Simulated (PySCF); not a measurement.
**Working out the ionisation energy of Si+**

Si+ [Ne] 3s2 3p1 (2P) → Si(2+) [Ne] 3s2 (1S). All numbers are calculated (PySCF 2.14, no relativity, point nucleus, in def2-TZVPPD (6s5p4d1f, 48 functions)). Frozen: 1s2. Energies in hartree (1 hartree = 27.21139 eV):

| part | Si+ (lower) | Si(2+) (upper) |
| --- | --- | --- |
| UHF | -288.570248 | -287.988078 |
| CCSD correlation | -0.206411 | -0.192809 |
| (T) | -0.002914 | -0.001995 |

Task: What does Hartree-Fock give?

Result: (-287.988078) − (-288.570248) = 0.582170 hartree = 15.842 eV.

Task: What do CCSD and CCSD(T) give?

Result: The CCSD correlation energies differ by 0.013602 hartree = 0.370 eV and the triples by 0.000919 hartree = 0.025 eV, so CCSD gives 16.212 eV and CCSD(T) 16.237 eV.

Measured between the centres of the two terms (NIST): 16.322 eV, so CCSD(T) (valence and next inner shell) is off by -0.085 eV.

What remains against the reference includes basis incompleteness, the frozen core and higher excitations.
